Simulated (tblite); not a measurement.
Species: C₂H₁₀O₂Si₂.
Numbering: `[CH3:1][O:2][CH2:3][SiH2:4][O:5][SiH3:6]` (hydrogens: H7, H8, H9 on C1; H10, H11 on C3; H12, H13 on Si4; H14, H15, H16 on Si6)

Structure used (GFN2-xTB), in Å, numbered top down from 1:
```
atom  x, y, z in Å
C1     2.010    1.190    0.698
O2     1.136    0.336    0.012
C3     0.678   -0.749    0.795
Si4   -0.504   -1.730   -0.334
O5    -1.682   -0.742   -0.828
Si6   -2.165    0.756   -1.251
H7     2.903    0.651    1.042
H8     1.521    1.642    1.571
H9     2.305    1.972    0.000
H10    1.529   -1.354    1.137
H11    0.173   -0.373    1.697
H12    0.224   -2.202   -1.508
H13   -1.185   -2.780    0.422
H14   -1.563    1.083   -2.540
H15   -1.771    1.706   -0.213
H16   -3.617    0.603   -1.328
```

Computed with GFN2-xTB (tblite): harmonic, unscaled wavenumbers at the GFN2-xTB geometry, gas phase. This tight-binding method is rough: wavenumbers can miss measured ones by several per cent, in bad cases by 10 to 20. Modes of hydrogen on silicon can be 10 to 20 % off. One conformer, not necessarily the lowest. The optimisation stopped once no atom felt more than 0.01 eV/Å.

Lowest wavenumbers of the output (negative numbers stand for imaginary wavenumbers):
```
mode    cm-1
  1     -33.3
  2      45.0
  3      66.9
  4      89.5
  5     107.5
  6     154.4
  7     227.0
  8     257.5
  9     377.5
 10     512.3
 11     570.5
 12     591.1
 13     606.2
 14     628.5
 15     704.3
```

Is this structure a minimum?

Not by this Hessian. 1 mode is imaginary beyond 20i (33i cm⁻¹), so at this level the point lies at or near a first-order saddle. The curvature is small, so loose convergence or finite differences may be the whole cause.

Which atoms move in the imaginary mode?

33i: H14 (Si–H hydrogen) 28 %, Si6 (oxygen-bound silicon) 18 %, H16 (Si–H hydrogen) 15 %, H15 (Si–H hydrogen) 15 %. These are shares of the mass-weighted motion.

What is the remedy?

Step along that mode in both directions, optimise again with tighter thresholds and repeat the frequencies. The zero-point energy of this point (70.6 kcal/mol) counts the 41 real modes alone, and thermal corrections from it aren't those of a minimum.
